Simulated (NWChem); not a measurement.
# SiH4SeO; SMILES [SiH3]O[SeH]

```xyz
7

Se     0.0576     1.0839     0.0346
H      0.2283     1.2112    -1.4294
O     -0.7673    -0.5298    -0.0047
Si     0.1871    -1.9165     0.0167
H      1.0402    -1.9884    -1.2089
H     -0.7726    -3.0556     0.0418
H      1.0650    -1.9495     1.2243
```
Atoms are numbered in this order, from 1.

All runs: NWChem. The geometry was optimised at PBE0/def2-SVP. Ions are spin-unrestricted doublets at the neutral geometry; other ion states weren't tried. Functional: LC-ωPBE (HJS hole) with def2-SVP; rows give the range parameter ω in 1/bohr.

```csv
range parameter (1/bohr),"vertical ionisation energy, ΔSCF (eV)",−ε(HOMO) (eV),ΔSCF minus −ε(HOMO) (eV)
0.15,9.11,7.58,1.53
0.25,9.23,8.59,0.64
0.35,9.36,9.29,0.07
0.60,(withheld),(withheld),(withheld)
0.80,9.64,10.49,-0.85
```

**Question.** Complete the blanks.

**Answer.** 
- 0.60, vertical ionisation energy, ΔSCF (eV): 9.58
- 0.60, −ε(HOMO) (eV): 10.20
- 0.60, ΔSCF minus −ε(HOMO) (eV): -0.62
